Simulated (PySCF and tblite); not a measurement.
The numbers below are computed, except where a source is named.
System: C₃H₆FO₂S (charge -1), numbered as in [CH3:1][C-:2]([F:3])[S:4]([CH3:5])(=[O:6])=[O:7].

Geometries: PBE0-D3(BJ)/def2-SVP; energies: PBE/pcSseg-1 + D3(BJ), IEF-PCM tetrahydrofuran; zero-point and thermal terms from GFN2-xTB harmonic modes (soft modes blended into free rotors). Rate constants are transition-state-theory values, counting equivalent paths, without tunnelling. (PySCF 2.14 with density fitting, tblite 0.8.)

The ion is treated without a counter-ion.

Problem. How high is the barrier to the pyramidal inversion at C2, through which structure does it pass, and what rate follows at 298 K?

Solution. The electronic barrier is 7.0 kcal/mol and ΔG‡(298 K) 7.5 kcal/mol, over a C1 saddle with an imaginary mode of 435i cm⁻¹ (GFN2-xTB). With 1 equivalent path, k is 2.1×10⁷ s⁻¹, a mean lifetime of the start of 48 ns against this motion. The end lies 1.0 kcal/mol below the start in free energy.
